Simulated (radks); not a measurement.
Charge is removed step by step from the 1s down level of O3+, starting from 1s(up 1, down 1) 2s2 2p1. Calculated with a radial shooting solver on a logarithmic mesh with Libxc functionals: scalar-relativistic Kohn-Sham, PBEsol, spin-polarised, spherical densities, point nucleus; open shells are filled with parallel spins first.

| removed (e) | E - E(0) (eV) | eigenvalue (eV) | E minus straight line (eV) |
|---|---|---|---|
| 0 | 0.000 | -584.01 | 0.000 |
| 0.1 | 58.834 | -592.70 | -3.571 |
| 0.2 | 118.53 | -601.30 | -6.277 |
| 0.3 | 179.09 | -609.76 | -8.130 |
| 0.4 | 240.48 | -618.05 | -9.145 |
| 0.5 | 302.69 | -626.09 | -9.342 |
| 0.6 | 365.68 | -633.77 | -8.752 |
| 0.7 | 429.42 | -640.93 | -7.419 |
| 0.8 | 493.83 | -647.19 | -5.410 |
| 0.9 | 558.80 | -651.62 | -2.853 |
| 1 | 624.05 | -652.21 | 0.000 |

Removing the whole electron costs 624.05 eV by Delta-SCF, against 584.01 eV from minus the eigenvalue at the starting occupation. Slater's transition state (half an electron removed) gives 626.09 eV. Integrating minus the eigenvalue over the occupation (Janak's theorem) gives 624.04 eV. In this scalar-relativistic scheme the density is built from large components alone, so the theorem holds only approximately. The mean slope of the eigenvalue, de/dn, is 68.2 eV per electron.
